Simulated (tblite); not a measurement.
Compound: C₃H₁₃FN₂Si₃.
Bonds: F1–C2, C2–Si3, Si3–N4, N4–Si5, Si3–N6, N6–Si7, C2–C8, C8–C9, C2–C9. Hydrogens: H10 on Si3; H11 on N4; H12, H13, H14 on Si5; H15 on N6; H16, H17, H18 on Si7; H19, H20 on C8; H21, H22 on C9.

Computed with GFN2-xTB (tblite), gas phase: L-BFGS steps from a force-field or distance-geometry start until the largest atomic force falls under 0.01 eV/Å.

Geometry at step 7:
```
atom  x, y, z in Å
F1     -0.8527   -1.8257   -1.7885
C2     -1.1218   -1.2833   -0.5549
Si3     0.2631   -0.2470    0.1831
N4      1.7911   -0.9459   -0.1923
Si5     3.2978   -0.2093    0.2631
N6      0.0435    1.3242   -0.5134
Si7    -0.1801    2.7661    0.4191
C8     -2.1084   -2.0463    0.2631
C9     -2.5110   -0.7581   -0.4031
H10     0.0393   -0.1378    1.6071
H11     1.7877   -1.4209   -1.0850
H12     3.1279    1.2185    0.0491
H13     4.3084   -0.8022   -0.6150
H14     3.5261   -0.4993    1.6719
H15    -0.3636    1.3070   -1.4392
H16    -0.9367    3.6685   -0.4321
H17     1.1194    3.2902    0.8485
H18    -0.9702    2.3463    1.5620
H19    -2.4929   -2.9842   -0.1299
H20    -1.9481   -2.0442    1.3281
H21    -2.6366    0.1343    0.1971
H22    -3.1927   -0.8315   -1.2398
```

**Question.** Give the atomic forces at this geometry.

**Answer.** 
```
atom  Fx (eV/Å)  Fy (eV/Å)  Fz (eV/Å)
  F1      0.155     -0.175     -0.346
  C2     -0.121     -0.027     -0.039
 Si3      0.105     -0.013     -0.225
  N4     -0.055     -0.063     -0.175
 Si5     -0.187     -0.132     -0.204
  N6     -0.164     -0.019     -0.090
 Si7      0.133     -0.129     -0.176
  C8     -0.040      0.032      0.035
  C9     -0.272     -0.174      0.126
 H10      0.120     -0.066      0.325
 H11      0.094     -0.076      0.178
 H12      0.208      0.252      0.021
 H13      0.000      0.022      0.053
 H14      0.018     -0.036      0.100
 H15      0.172      0.135      0.113
 H16     -0.026      0.188     -0.089
 H17     -0.037      0.003     -0.040
 H18     -0.159      0.165      0.356
 H19      0.062      0.283      0.030
 H20     -0.057     -0.051      0.079
 H21     -0.046     -0.148     -0.038
 H22      0.095      0.028      0.007
```

The largest, 0.42 eV/Å, acts on H18 (F1 within 3 % of it); the rms over all components is 0.141 eV/Å. The forces sum to zero within rounding, as they must for an isolated molecule in no field.

**Question.** Give the force on H18 in Eh/bohr and in nN.

**Answer.** 0.423 eV/Å ÷ 51.422 = 0.00823 Eh/bohr, and 0.423 eV/Å × 1.602 = 0.68 nN.

**Question.** How far is this geometry from the end of the optimisation?

**Answer.** 0.248 eV above it, and 0.670 Å rms away after alignment. The bonds farthest from their final lengths, with half the difference of the two atoms' forces along the bond (positive lengthens):

```csv
bond,now (Å),final (Å),force along bond (eV/Å)
Si3–H10,1.446,1.464,+0.27
Si5–H12,1.454,1.469,+0.15
F1–C2,1.374,1.388,+0.19
Si7–H16,1.453,1.466,+0.11
C2–Si3,1.881,1.892,+0.05
Si7–H18,1.451,1.461,+0.25
```

The angle farthest from its final value is Si3–N4–Si5, 122.7° against 128.9°.

Of the 6 listed bonds off by 0.010 Å or more, this force points towards the final length in 6.

The cost below is that of the whole relaxation. The run took 5.2 s on one thread of an Arm Neoverse N1, no GPU, on a shared host.
